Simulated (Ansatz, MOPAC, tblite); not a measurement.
How methods differ on CH6AlFSi (SMILES C[SiH2][AlH][F])

The runs start from one conformer, not always the lowest.

CH6AlFSi, singlet, SMILES `C[SiH2][AlH][F]`. Each level relaxes the structure for itself.

Each level gives the zero-point energy at each level's own minimum (kJ/mol). The values are calculated.

| level | kind | program | value (kJ/mol) |
| --- | --- | --- | --- |
| PM3 | semi-empirical | MOPAC | 160.7 |
| GFN2-xTB | semi-empirical | tblite | 158.5 |
| PM6-D3H4 | semi-empirical | MOPAC | 161.5 |
| GFN1-xTB | semi-empirical | tblite | 152.8 |
| HF/STO-3G | Hartree–Fock | Ansatz | 210.2 |
| HF/3-21G | Hartree–Fock | Ansatz | 176.3 |
| HF/6-31G* (Cartesian functions) | Hartree–Fock | Ansatz | 177.0 |
| PBE/def2-SVP | GGA | Ansatz | 160.3 |
| PBE0-D4/def2-TZVP | global hybrid | Ansatz | 165.0 |
| B3LYP/6-31G* (Cartesian functions) | global hybrid | Ansatz | 166.7 |

Harmonic and unscaled. The values span 152.8 to 210.2 kJ/mol. Without the sets that lack polarisation functions the rows with a basis span only 160.3 to 177.0 kJ/mol.
